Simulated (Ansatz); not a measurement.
Stepwise reaction of `[Cl][InH2]` with ammonia, as a gas-phase model of exchange steps in deposition or etching. ΔE in kJ/mol; ΔG adds harmonic PBE0-D4 terms to CCSD(T)/CBS, at 1 bar.

Gas-phase electronic energies from Ansatz, PBE0-D4/def2-TZVP geometries. CCSD(T)/CBS is the MP2 limit (def2-TZVPP, def2-QZVPP) plus CCSD(T) − MP2 in def2-TZVPP, frozen cores. This one scheme is used for every species. DFT in def2-TZVPP. B3LYP here is the variant with VWN-RPA as its local correlation; programs differ in this. Elements past krypton have def2 core potentials. For In outer-core shells are correlated without core-valence functions, which leaves a few kJ/mol of doubt a bond. One conformer a species, not always the lowest.

```json
{"step": "2", "reaction": "`[NH2][InH][Cl]` + NH₃ → `[NH2][In]([NH2])[Cl]` + H₂", "PBE-D4": "21.1", "B3LYP-D4": "22.8", "ωB97M-V": "24.7", "CCSD(T)/CBS": "14.4", "ΔG(600 K)": "19.9"}
```

Question: Give the row of step 1, `[Cl][InH2]` + NH₃ → `[NH2][InH][Cl]` + H₂. (An estimate is asked.)

Answer: Ansatz gave: 
```tsv
step	reaction	PBE-D4	B3LYP-D4	ωB97M-V	CCSD(T)/CBS	ΔG(600 K)
1	`[Cl][InH2]` + NH₃ → `[NH2][InH][Cl]` + H₂	6.6	8.1	9.4	-0.2	-3.1
```

Question: By hand: ΔE of the 2 steps together at CCSD(T)/CBS.

Answer: (-0.2) + (14.4) = 14.2 kJ/mol, or 7.1 kJ/mol a step.

In ΔE each step is higher than the one before. ΔG lies between -3.1 and 19.9 kJ/mol a step. PBE-D4 differs from CCSD(T)/CBS by 6.7 to 6.8 kJ/mol a step. Isolated molecules leave out the surface, adducts and barriers. Largest T1 diagnostic: 0.014.
